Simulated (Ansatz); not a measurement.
Frontier orbitals of C7H23NSi3, SMILES `C[SiH](C)N([SiH](C)C)[Si](C)(C)C`.

```xyz
34

C     1.5458   -2.1001   -1.8864
Si    1.3359   -1.4014   -0.1668
C     1.0253   -2.7649    1.0747
N     0.0960   -0.1753   -0.1146
Si   -1.5369   -0.7154   -0.3530
C    -2.5405   -0.6657    1.2246
C    -2.4309    0.1777   -1.7301
Si    0.5682    1.4460    0.3340
C    -0.8802    2.6297    0.2135
C     1.1933    1.4585    2.0990
C     1.8998    2.0760   -0.8213
H     1.7782   -1.3035   -2.5975
H     2.3631   -2.8263   -1.9115
H     0.6368   -2.6034   -2.2247
H     2.6129   -0.7305    0.2186
H     0.9417   -2.3531    2.0837
H     1.8535   -3.4791    1.0699
H     0.1073   -3.3143    0.8530
H    -1.4271   -2.1486   -0.7637
H    -3.5367   -1.0860    1.0604
H    -2.0507   -1.2528    2.0055
H    -2.6665    0.3527    1.6000
H    -2.7086    1.1972   -1.4571
H    -1.8127    0.2196   -2.6302
H    -3.3491   -0.3628   -1.9780
H    -0.5627    3.5993    0.6091
H    -1.1941    2.7856   -0.8206
H    -1.7500    2.3133    0.7932
H     1.5128    2.4609    2.3978
H     2.0454    0.7856    2.2236
H     0.4074    1.1361    2.7879
H     2.8049    1.4668   -0.7753
H     1.5431    2.0752   -1.8550
H     2.1749    3.1027   -0.5626
```

The species carries charge 0 and has multiplicity 1. All single points use the PBE0-D4/def2-TZVP geometry. It is one conformer, not always the lowest. Basis def2-TZVPP, Ansatz.

Orbital energies of one run (eV). Highest occupied ones, from the top: -6.91, -8.27, -8.46, -8.48, -8.54, -8.63, -9.47, -9.77, -9.87, -10.58, -10.73, -10.82, -10.89, -10.94. Empty: 0.79, 1.27, 1.34, 1.37, 1.57, 1.73.

Question: Which functional gave them?
A. ωB97X-V
B. revPBE
C. PBE0
D. r2SCANh

Answer: C. HOMO energies: PBE0 -6.91, r2SCANh -6.39, revPBE -5.59, ωB97X-V -9.26 eV.
